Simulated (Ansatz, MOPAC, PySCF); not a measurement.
Pair of molecules: CH5N (SMILES CN) (first 7 atoms) with CH2O2 (SMILES O=CO); geometry from B3LYP-D3(BJ)/def2-TZVP.
(charge 0, multiplicity 1):
```xyz
12

C     -0.2824     0.2170     0.0966
N      0.8015    -0.5139     0.7701
H      0.0400     1.2408    -0.0934
H     -1.1417     0.2460     0.7650
H     -0.5908    -0.2333    -0.8514
H      1.6234    -0.5802     0.1808
H      0.5002    -1.4576     0.9896
O     -0.9805    -0.8033     3.3254
C     -0.1803    -0.0652     3.8510
O      0.8927     0.4508     3.2791
H     -0.2669     0.2651     4.8971
H      0.9479     0.1154     2.3150
```

Interaction energies are E(AB) − E(A) − E(B) at the monomers' geometry in the complex; basis-set methods are counterpoise corrected. Rows marked so take none.

Rows in 6-31G* carry no dispersion term and start afresh at each structure (6-31G* with six Cartesian d functions). The state that PM6 reach isn't checked.

Codes used: Ansatz (an electronic-structure program); MOPAC for PM6 (differences of heats of formation); PySCF for 6-31G* rows, the dispersion terms. Values without a source in brackets are computed.

Problem. One of these levels gives -55.4 kJ/mol for the interaction energy. Name it.
A) HF/6-31G* (no counterpoise)
B) PM6
C) r2SCAN-D4/def2-TZVPPD

Solution. A, HF/6-31G* (no counterpoise). The others give -32.2 (PM6), -66.9 (r2SCAN-D4/def2-TZVPPD)
